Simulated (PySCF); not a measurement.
# Excitation energy of Ni by level of theory

Ni [Ar] 3d8 4s2 (3F) → Ni [Ar] 3d9 4s1 (3D), as a difference of total energies. All numbers are calculated (PySCF 2.14, no relativity, point nucleus, in aug-cc-pVDZ (7s6p4d2f, 59 functions)). Correlated levels: valence: [Ar] frozen. The calculations carry no spin-orbit coupling.

```csv
method,excitation energy (cm⁻¹)
UHF,10829
LDA,-8755.4
PBE,-6302.4
PBE0,-2632.3
r2SCAN,-1475.3
M06,-3241.8
LC-wPBE,-6845.0
revPBE,-6327.4
B97-3,-1686.7
MP2 (valence),-5997.3
SCS-MP2 (valence),-2828.1
```

A first-order spin-orbit estimate (lowest level to lowest level, LS coupling) adds 0.051 eV.
